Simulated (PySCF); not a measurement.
hydrogen chloride (HCl), singlet, geometry from GFN2-xTB. Base run: DF-M062X/6-31G (PySCF).

Input for PySCF:
```python
from pyscf import gto, scf, dft

mol = gto.Mole()
mol.atom = '''
    Cl   -0.00000000   -0.00000000   -0.07094563
    H     0.00000000    0.00000000    1.20607566
'''
mol.basis = '6-31g'
mol.verbose = 3
mol.build()

mf = dft.RKS(mol)
mf.xc = 'm062x'
mf = mf.density_fit(auxbasis='def2-universal-jkfit')
mf.kernel()
mf.analyze()
```

Variants of this job, named by their change:

| change | basis functions | E (Eh) | HOMO (eV) | HOMO-LUMO gap (eV) | dipole (D) |
|---|---|---|---|---|---|
| base | 15 | -460.73388 | -10.82 | 12.50 | 1.84 |
| basis = 3-21G | 15 | -458.55090 | -10.78 | 12.65 | 1.82 |
| basis = 6-31G* | 20 | -460.75228 | -10.73 | 12.57 | 1.50 |
| basis = def2-SV(P) | 20 | -460.62844 | -10.48 | 12.25 | 1.41 |
| basis = pc-1 | 23 | -460.77910 | -10.76 | 12.03 | 1.45 |
| basis = 6-31G** | 23 | -460.75732 | -10.74 | 12.65 | 1.47 |
| basis = 6-31+G* | 24 | -460.75395 | -10.85 | 11.49 | 1.53 |
| basis = 6-311+G(2d,p) | 41 | -460.79802 | -10.88 | 11.69 | 1.28 |
| basis = cc-pVTZ | 48 | -460.80649 | -10.84 | 12.00 | 1.22 |
| basis = cc-pV(T+d)Z | 53 | -460.80740 | -10.84 | 11.99 | 1.20 |
| basis = cc-pVQZ | 89 | -460.80973 | -10.86 | 11.72 | 1.15 |
| basis = def2-QZVPP | 100 | -460.81499 | -10.88 | 11.59 | 1.14 |
| basis = def2-QZVP | 100 | -460.81499 | -10.88 | 11.59 | 1.14 |

Totals compare only among sets that treat the same electrons; sets with core potentials leave the core out.
